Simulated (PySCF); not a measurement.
**Fractional electron number in Cr⁻ (chromium, charge -1)**

The 4s beta orbital of [Ar] 3d5 4s2 is emptied in steps (occupation f), with all orbitals relaxed, ending at [Ar] 3d5 4s1. All numbers are calculated (PySCF 2.14, no relativity, point nucleus, in def2-TZVPPD). The exact energy is a straight line in f; departures are measured from the line between the end points of the same method.

Question: Among UHF, LDA, PBE, which shows the largest delocalisation error (convex curve), and which is closest to linear?

Answer: Most convex: LDA (-0.538 eV at f = 0.5); closest to linear: UHF (0.029 eV).

```csv
f,UHF (eV),LDA (eV),PBE (eV)
1,0.000,0.000,0.000
0.9,0.012,-0.192,-0.175
0.7,0.026,-0.451,-0.407
0.5,0.029,-0.538,-0.483
0.3,0.024,-0.453,-0.400
0.1,0.010,-0.194,-0.161
0,0.000,0.000,0.000
```

```tsv
method	E(f=0) − E(f=1) (eV)	−ε at f=1 (eV)	−ε at f=0.5 (eV)
UHF	-0.740	-0.608	-0.746
LDA	0.518	-1.616	0.510
PBE	0.270	-1.678	0.287
```

As f goes to zero the orbital energy of a semilocal functional can turn back, because the density of that orbital vanishes from the exchange-correlation potential.

At f = 1 the orbital energy is positive for UHF, LDA, PBE: only the finite basis holds the electron.

Reference removal energy between the ground levels: 0.676 eV (measured; photodetachment measurements, as compiled on the Wikipedia data page of electron affinities). UHF lacks correlation.
